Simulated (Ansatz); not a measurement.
Reaction (redistribution): `C[SiH](Cl)C#CO` + `[SiH3]Cl` → `C[SiH](Cl)Cl` + `OC#C[SiH3]`

Isolated molecules relaxed with PBE0-D4/def2-TZVP in Ansatz; ΔE leaves out vibrations. CBS: MP2 limit from def2 TZ/QZ plus the TZ coupled-cluster correction, frozen cores. This one scheme is used for every species. Functionals use def2-TZVPP. Each species was taken in one conformer, which may not be the lowest.

(1) Is it downhill or uphill in electronic energy at CCSD(T)/CBS, and by how much? (Best estimate.)

(2) What do these levels give: ωB97X-V, ωB97M-V, PBE0, HF/def2-TZVPP, MP2/def2-TZVPP, CCSD/def2-TZVPP, CCSD(T)/def2-TZVPP, MP2/def2-QZVPP, SCS-MP2/def2-QZVPP, HF/CBS(def2), MP2/CBS(def2), CCSD/CBS(def2)? (An estimate is asked.)

Largest T1 diagnostic among the species: 0.013.

## Answers

(1) Ansatz gave: Downhill: ΔE = -0.8 kcal/mol.

(2) Computed: ωB97X-V -1.0, ωB97M-V -1.1, PBE0 -1.1, HF/def2-TZVPP -0.2, MP2/def2-TZVPP -0.6, CCSD/def2-TZVPP -0.6, CCSD(T)/def2-TZVPP -0.7, MP2/def2-QZVPP -0.7, SCS-MP2/def2-QZVPP -0.5, HF/CBS(def2) -0.1, MP2/CBS(def2) -0.7, CCSD/CBS(def2) -0.7 kcal/mol.
